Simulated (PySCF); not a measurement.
CH₆Hf, SMILES [CH3][HfH3], multiplicity 1.

The structure is a stationary point at r2SCAN-D4/def2-TZVP. The spin state was assumed, not searched. The def2 effective core potentials stand for the cores of Hf; spin–orbit coupling is left out.

Calculation: PBE/def2-TZVPD in PySCF.

```
Property                                                                                                        Value
---------------------------------------------------------------------------------------------  ----------------------
total energy                                                                                        -89.62458 hartree
point group                                                                                                       C3v
highest occupied level                                                                                       -6.79 eV
lowest empty level                                                                                           -2.57 eV
orbital gap                                                                                                   4.22 eV
dipole moment                                                                                                  1.05 D
quadrupole, principal values (traceless, Buckingham form, about the centre of nuclear charge)  -1.59, -1.59, 3.17 D·Å
mean static polarisability                                                                       66.1 bohr³ (9.80 Å³)
polarisability, principal values                                                               61.8, 61.8, 74.8 bohr³
```
